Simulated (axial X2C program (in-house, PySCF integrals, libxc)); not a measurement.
## Which molecule has these constants?

Computed with an in-house all-electron X2C program for linear molecules (integrals from PySCF), spin-free (one-electron X2C) or two-component (2c: spin–orbit coupling with atomic mean-field Coulomb and Gaunt terms, which also bring small scalar terms), in Dyall basis sets with cores contracted in-house; open shells are unrestricted.

A two-component PBE0 calculation in a Dyall 3-zeta basis gave Re = 1.887 Å, ωe = 705.2 cm⁻¹, De = 3.08 eV, Ω = 2.

Question: Which molecule is it?
A. BC⁻
B. GaC⁻
C. AlC⁻

Answer: C. The others have BC⁻ 1.426 Å and 1355.3 cm⁻¹ (Ω = 2); GaC⁻ 1.893 Å and 612.5 cm⁻¹ (Ω = 2).

Each entry is the lowest single determinant of a limited PBE0 search at one distance. De goes to single-determinant-based atoms at the same level (for ions the charge split of lowest energy) and is withheld (n/a) where an atom does not fit its ground term or J level. Main or longest-lived isotopes. One determinant is a doubtful description, or other states lie close, for AlC⁻, BC⁻, GaC⁻; these need not be ground states, and all values refer to the states named. Some open-shell Ω = 0 determinants are out of reach, so the Ω given for AlC⁻, BC⁻, GaC⁻ need not be the lowest component. With several unpaired electrons the Ω given is that of one determinant, not necessarily of the lowest component. Some light 2c atoms are not at their ground J level, so De misses part of their lowering (0.04 eV or less). The functionals have no current term, which raises determinants with orbital currents.
